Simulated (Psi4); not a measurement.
ISn (SMILES [Sn+][I]), charge +1, singlet, geometry from GFN2-xTB (such geometries of metal compounds can be far from the true shape) (core potentials on I, Sn); Psi4 1.11 with PBE0/def2-TZVP.

Psi4 was given this input:
```
memory 2 GB

molecule mol {
1 1
  Sn   -0.000000   -0.000000   -1.376749
  I     0.000000    0.000000    1.298820
}

set basis def2-tzvp
set reference rks
set scf_type pk
set puream true
set d_convergence 1e-8
set dft_radial_points 99
set dft_spherical_points 590

energy('pbe0')
print_variables()
```

Output, abridged:

```
   => Loading Basis Set <=

    Name: DEF2-TZVP
    Role: ORBITAL
    Keyword: BASIS

    !!!  WARNING: ECP capability is in beta. Please check occupations closely.  !!!

         ---------------------------------------------------------
                                   SCF
               by Justin Turney, Rob Parrish, Andy Simmonett
                          and Daniel G. A. Smith
                              RKS Reference
         ---------------------------------------------------------

  ==> Geometry <==

    Molecular point group: c2v
    Full point group: C_inf_v

    Geometry (in Angstrom), charge = 1, multiplicity = 1:

       Center              X                  Y                   Z               Mass
    ------------   -----------------  -----------------  -----------------  -----------------
         SN           0.000000000000     0.000000000000    -1.375739424387   119.902201630000
         I            0.000000000000     0.000000000000     1.299829575613   126.904471900000

  Running in c2v symmetry.

  Rotational constants: A = ************  B =      0.03820  C =      0.03820 [cm^-1]
  Rotational constants: A = ************  B =   1145.08494  C =   1145.08494 [MHz]
  Nuclear repulsion =  108.779652428511469

  Charge       = 1
  Multiplicity = 1
  Electrons    = 46
  Nalpha       = 23
  Nbeta        = 23

  ==> Algorithm <==

  SCF Algorithm Type is PK.
  DIIS enabled.
  MOM disabled.
  Fractional occupation disabled.
  Guess Type is SAD.
  Energy threshold   = 1.00e-06
  Density threshold  = 1.00e-08
  Integral threshold = 1.00e-12

  ==> Primary Basis <==

  Basis Set: DEF2-TZVP
    Blend: DEF2-TZVP
    Number of shells: 32
    Number of basis functions: 100
    Number of Cartesian functions: 118
    Spherical Harmonics?: true
    Max angular momentum: 3

  Core potential: DEF2-TZVP
    Number of shells: 8
    Number of ECP primitives: 47
    Number of ECP core electrons: 56
    Max angular momentum: 3

  ==> DFT Potential <==

   => LibXC <=

    Version 7.1.2
    S. Lehtola, C. Steigemann, M. J. T. Oliveira, and M. A. L. Marques,  SoftwareX 7, 1–5 (2018) (10.1016/j.softx.2017.11.002)

   => Composite Functional: PBE0 <=

    PBE0 Hyb-GGA Exchange-Correlation Functional

    C. Adamo and V. Barone,  J. Chem. Phys. 110, 6158 (1999) (10.1063/1.478522)
    M. Ernzerhof and G. E. Scuseria,  J. Chem. Phys. 110, 5029 (1999) (10.1063/1.478401)

    Deriv               =              1
    GGA                 =           TRUE
    Meta                =          FALSE

    Exchange Hybrid     =           TRUE
    MP2 Hybrid          =          FALSE

   => Exchange Functionals <=

    0.7500   Perdew, Burke & Ernzerhof

   => Exact (HF) Exchange <=

    0.2500               HF

   => Correlation Functionals <=

    1.0000   Perdew, Burke & Ernzerhof

   => LibXC Density Thresholds  <==

    XC_HYB_GGA_XC_PBEH:  1.00E-15

   => Molecular Quadrature <=

    Radial Scheme          =       TREUTLER
    Pruning Scheme         =           NONE
    Nuclear Scheme         =       TREUTLER

    Blocking Scheme        =         OCTREE
    BS radius alpha        =              1
    Pruning alpha          =              1
    Radial Points          =             99
    Spherical Points       =            590
    Total Points           =         107275
    Total Blocks           =            941
    Max Points             =            256
    Max Functions          =             95
    Weights Tolerance      =       1.00E-15

  ==> Integral Setup <==

  Using in-core PK algorithm.
   Calculation information:
      Number of atoms:                   2
      Number of AO shells:              32
      Number of primitives:             60
      Number of atomic orbitals:       118
      Number of basis functions:       100

      Integral cutoff                 1.00e-12
      Number of threads:                 1

  Performing in-core PK
  Using 25507550 doubles for integral storage.
  We computed 126861 shell quartets total.
[...]
    K tasked:                  Yes
    wK tasked:                  No
    Schwarz Cutoff:          1E-12

  Minimum eigenvalue in the overlap matrix is 3.8610404741E-03.
  Reciprocal condition number of the overlap matrix is 9.4267846858E-04.
    Using symmetric orthogonalization.

  ==> Pre-Iterations <==

  SCF Guess: Superposition of Atomic Densities via on-the-fly atomic UHF (no occupation information).

 WARNING: Atomic UHF is not converging! Try casting from a smaller basis or call Rob at CCMST.
   -------------------------
    Irrep   Nso     Nmo
   -------------------------
     A1        42      42
     A2        10      10
     B1        24      24
     B2        24      24
   -------------------------
    Total     100     100
   -------------------------

  ==> Iterations <==

                        Total Energy        Delta E     RMS |[F,P]|

   @RKS iter SAD:  -508.58345712023726   -5.08583e+02   0.00000e+00
   @RKS iter   1:  -511.51283576647319   -2.92938e+00   1.62187e-02 ADIIS/DIIS
   @RKS iter   2:  -510.25434566734708    1.25849e+00   2.67683e-02 ADIIS/DIIS
   @RKS iter   3:  -511.68091551672626   -1.42657e+00   8.45579e-03 ADIIS/DIIS
   @RKS iter   4:  -511.80363645063551   -1.22721e-01   2.86929e-03 ADIIS/DIIS
   @RKS iter   5:  -511.81069473982018   -7.05829e-03   1.02254e-03 ADIIS/DIIS
   @RKS iter   6:  -511.81195079454358   -1.25605e-03   3.02324e-04 ADIIS/DIIS
   @RKS iter   7:  -511.81223470441762   -2.83910e-04   5.12318e-05 DIIS
   @RKS iter   8:  -511.81223777249801   -3.06808e-06   3.29841e-06 DIIS
   @RKS iter   9:  -511.81223778842843   -1.59304e-08   2.82812e-06 DIIS
   @RKS iter  10:  -511.81223780386921   -1.54408e-08   9.79187e-07 DIIS
   @RKS iter  11:  -511.81223780611606   -2.24685e-09   1.10937e-07 DIIS
   @RKS iter  12:  -511.81223780614425   -2.81943e-11   1.42238e-08 DIIS
   @RKS iter  13:  -511.81223780614494   -6.82121e-13   1.20059e-09 DIIS
  Energy and wave function converged.

  ==> Post-Iterations <==

   Electrons on quadrature grid:
      Ntotal   =   45.9999999003 ; deviation = -9.970e-08

    Orbital Energies [Eh]
    ---------------------

    Doubly Occupied:

[...]
    Virtual:

[...]
    Final Occupation by Irrep:
             A1    A2    B1    B2
    DOCC [    11,    2,    5,    5 ]
    NA   [    11,    2,    5,    5 ]
    NB   [    11,    2,    5,    5 ]

  @RKS Final Energy:  -511.81223780614494

   => Energetics <=

    Nuclear Repulsion Energy =            108.7796524285114685
    One-Electron Energy =               -1100.9649028859823829
    Two-Electron Energy =                 510.9140051475033601
    DFT Exchange-Correlation Energy =     -30.5409924961773598
    Empirical Dispersion Energy =           0.0000000000000000
    VV10 Nonlocal Energy =                  0.0000000000000000
    Total Energy =                       -511.8122378061449353

Computation Completed

Properties will be evaluated at   0.000000,   0.000000,   0.000000 [a0]

Properties computed using the SCF density matrix

 Multipole Moments:

 ------------------------------------------------------------------------------------
     Multipole            Electronic (a.u.)      Nuclear  (a.u.)        Total (a.u.)
 ------------------------------------------------------------------------------------

 L = 1.  Multiply by 2.5417464519 to convert [e a0] to [Debye]
 Dipole X            :          0.0000000            0.0000000            0.0000000
 Dipole Y            :          0.0000000            0.0000000            0.0000000
 Dipole Z            :         -6.0037375            4.2130916           -1.7906460
 Magnitude           :                                                    1.7906460

 ------------------------------------------------------------------------------------

  Variable Map:
  ----------------------------------------------------------------------------
[...]
  Array Variable Map:
  ----------------------------------------------------------------------------
[...]
[...]
```
